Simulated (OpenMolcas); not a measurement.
**Ni2+: the spin-orbit constant, Racah parameters, worked from levels**

```
Program             : OpenMolcas
Basis               : ANO-R2 [6s5p4d2f1g]
Scalar Hamiltonian  : X2C, finite nucleus
Active space        : 8 electrons in 5 orbitals (3d)
State averaging     : 2S+1 = 3 even, 10 roots; 2S+1 = 1 even, 15 roots
Spin-orbit coupling : state interaction with AMFI integrals over the reference wave functions, term energies averaged over their components
```

Methods: CASSCF; SS-CASPT2, IPEA 0.25 Eh, imaginary shift 0.1 Eh (closed shells correlated: 3s 3p). Measured levels: Corliss and Sugar, J. Phys. Chem. Ref. Data 10, 197 (1981).

**The spin-orbit constant.** For the Hund term 3F of d8, E(J) = (A/2) J(J+1) + constant and ζ = -2S·A = -2A. From J = 2 to J = 4 the energy changes by 7 A.

```json
{"Source": "CASSCF", "E(4) - E(2)": "-2291.9", "A": "-327.4", "ζ": "655"}
{"Source": "SS-CASPT2", "E(4) - E(2)": "-2267.9", "A": "-324.0", "ζ": "648"}
{"Source": "measured", "E(4) - E(2)": "-2269.6", "A": "-324.2", "ζ": "648"}
```

All in cm-1. SS-CASPT2 is off by -0.1 % and CASSCF by +1.0 %. Both methods take the spin-orbit matrix elements from the reference wave functions, so the second can move ζ only through the term energies and any multistate remixing. Second-order mixing with other terms is absorbed into this ζ.

**Racah parameters.** Above 3F, d8 has 3P at 15B, 1G at 12B + 2C and 1D at 5B + 2C. The first two fix B and C, and the third tests them; where it misses by thousands of cm-1, two parameters do not describe the configuration (Trees and configuration-interaction terms are left out) and B and C hang on the terms chosen. Term energies are centres of gravity, weighted by 2J + 1.

| Source | 3P | 1G | B | C | C/B | 1D from B, C | 1D found |
| --- | --- | --- | --- | --- | --- | --- | --- |
| CASSCF | 19971 | 25579 | 1331 | 4801 | 3.61 | 16257 | 16145 |
| SS-CASPT2 | 15864 | 21684 | 1058 | 4496 | 4.25 | 14282 | 12071 |
| measured | 15836 | 22115 | 1056 | 4723 | 4.47 | 14726 | 13038 |

Energies in cm-1. From CASSCF to SS-CASPT2, B changes by -20.5 % and C by -6.4 %. Against the measured terms, SS-CASPT2 has B off by +0.2 % and C by -4.8 %.

Term energies are means over components that CASPT2 splits; among the terms shown or strongly mixed into the levels shown the widest spread is 640 cm-1 (3d8 3F, SS-CASPT2). Some levels mix across a computed gap that differs much from the measured one, so their mixing is not that of the real levels. Without dynamic correlation excited terms often stand tens of per cent too high (terms of higher spin than the ground term too low), and those without a measured partner can miss by more than the paired ones (holds for CASSCF). Computed and measured levels are paired by configuration, term and J; levels that our copy of the source lacks, or whose pairing is in doubt (as where it misses far off the trend of its configuration), stay unpaired and out of the deviations. Levels of configurations outside the active space are missing.
